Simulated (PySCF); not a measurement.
## `CC[P@@H](=[Se])C1CC1`, C5H11PSe

Cartesian coordinates in Å; atom numbers follow the order of the lines, from 1:
```xyz
18

C     2.1940    0.4598   -1.2030
C     1.7652   -0.1567    0.1199
P     0.1883   -1.0980    0.0397
Se   -0.3395   -2.0189    1.8256
C    -1.0483    0.0214   -0.6898
C    -1.6956    0.9932    0.2583
C    -2.4803   -0.1538   -0.2745
H     3.1873    0.8930   -1.1072
H     1.5071    1.2463   -1.5061
H     2.2244   -0.2955   -1.9863
H     1.6328    0.6075    0.8929
H     2.5165   -0.8633    0.4878
H     0.4382   -1.9702   -1.0287
H    -0.8408    0.3385   -1.7048
H    -1.3971    0.9446    1.2973
H    -1.9083    1.9915   -0.0935
H    -3.2471    0.0290   -1.0121
H    -2.7056   -0.9619    0.4081
```

Computed, not measured: GIAO HF/pcSseg-1 magnetisability, rotational g tensor and spin-rotation constants, non-relativistic, gas phase (PySCF 2.14.0). Geometry: GFN2-xTB.

The calculation is non-relativistic, which matters for the atoms heavier than Zn.

(1) Give the nuclear spin-rotation constants along the inertial axes (H = +C I·J) beside the isotropic shieldings.

(2) How do the rotational constants and the g tensor change when H8, H9, H10, H11, H12, H13, H14, H15, H16, H17, H18 are replaced by deuterium?

## Answers

(1) Rotational constants 1.6849, 1.1248, 0.7462 GHz. A star marks the isotopologue with that one atom substituted, in its own axes.
```tsv
atom	isotope	Caa (kHz)	Cbb (kHz)	Ccc (kHz)	mean (kHz)	σ (ppm)
P3	31P	2.170	1.841	1.285	1.765	331.2
H8	1H	-0.146	-0.037	-0.062	-0.082	30.6
H9	1H	-0.130	-0.026	-0.081	-0.079	30.9
H10	1H	-0.188	-0.126	0.008	-0.102	31.1
H11	1H	-0.209	-0.122	0.021	-0.103	30.4
H12	1H	-0.160	0.006	-0.083	-0.079	30.2
H13	1H	-0.168	-0.094	0.039	-0.074	26.1
H14	1H	-0.044	-0.119	-0.072	-0.078	31.5
H15	1H	-0.138	-0.103	-0.032	-0.091	31.3
H16	1H	-0.089	-0.095	-0.063	-0.083	31.6
H17	1H	-0.166	-0.036	-0.065	-0.089	31.3
H18	1H	-0.002	-0.107	-0.078	-0.063	30.6
C1	13C*	0.199	0.137	0.086	0.141	182.6
C2	13C*	0.226	0.168	0.117	0.170	164.5
Se4	77Se*	0.870	0.645	0.445	0.653	2522.8
C5	13C*	0.108	0.143	0.081	0.111	195.3
C6	13C*	0.096	0.099	0.112	0.102	196.3
C7	13C*	0.138	0.132	0.086	0.119	192.0
```
For the geometry as given, no vibrational averaging.

(2) Constants 1.4055, 0.9936, 0.6566 GHz; g 0.0069, -0.0009, 0.0003, against 0.0089, -0.0009, 0.0007 before.
